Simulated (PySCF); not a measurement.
C₂H₆BNS₂.
Atom-mapped SMILES: `[NH2:1][B:2]1[S:3][CH2:4][CH2:5][S:6]1` (hydrogens: H7, H8 on N1; H9, H10 on C4; H11, H12 on C5)

Computed by this run: PBE0-D3(BJ)/def2-SVP geometry optimisation, gas phase in PySCF; density fitting, grid level 1; the optimiser is geomeTRIC in internal coordinates, started from a GFN2-xTB structure with every atom displaced at random (about 0.01 Å).

Geometry at step 1:
```
atom  x, y, z in Å
N1      2.5154    0.3497    0.5624
B2      1.1694    0.1484    0.2478
S3      0.3656   -1.4846    0.3125
C4     -1.2613   -0.9092   -0.2982
C5     -1.4818    0.5284    0.1233
S6      0.0281    1.5124   -0.1717
H7      2.9027    1.2593    0.7704
H8      3.1477   -0.4264    0.7549
H9     -1.2876   -1.0189   -1.3970
H10    -2.0235   -1.5813    0.1153
H11    -2.3076    0.9899   -0.4443
H12    -1.7309    0.5821    1.1923
```

**Question.** What forces act on the atoms?

**Answer.** 
```
atom  Fx (eV/Å)  Fy (eV/Å)  Fz (eV/Å)
  N1      0.344     -0.384      0.068
  B2     -0.224      0.088      0.148
  S3     -0.056     -0.062      0.002
  C4      0.233     -0.065     -0.284
  C5     -0.110      0.044     -0.065
  S6     -0.001     -0.021     -0.004
  H7      0.008      0.013     -0.104
  H8     -0.223      0.331     -0.069
  H9      0.064      0.084      0.096
 H10     -0.104     -0.008      0.100
 H11      0.068     -0.036      0.039
 H12      0.001      0.017      0.073
```

The largest, 0.52 eV/Å, acts on N1; the rms over all components is 0.144 eV/Å. The forces sum to zero within rounding, as they must for an isolated molecule in no field.

**Question.** Give the force on N1 in Eh/bohr and in nN.

**Answer.** 0.520 eV/Å ÷ 51.422 = 0.01011 Eh/bohr, and 0.520 eV/Å × 1.602 = 0.83 nN.

**Question.** How far is this geometry from the end of the optimisation?

**Answer.** 0.028 eV above it, and 0.095 Å rms away after alignment. The bonds farthest from their final lengths, with half the difference of the two atoms' forces along the bond (positive lengthens):

```tsv
bond	now (Å)	final (Å)	force along bond (eV/Å)
N1–H8	1.019	1.011	-0.46
S3–C4	1.830	1.826	-0.08
B2–S3	1.821	1.825	+0.03
C4–H9	1.105	1.101	-0.19
C4–H10	1.097	1.100	+0.17
C5–H11	1.103	1.101	-0.11
```

The angle farthest from its final value is B2–S3–C4, 95.7° against 94.4°.

The cost below is that of the whole optimisation. Hardware: Arm Neoverse V1, one thread, shared host. Cost: 45 s wall, 0.52 GiB resident at most.
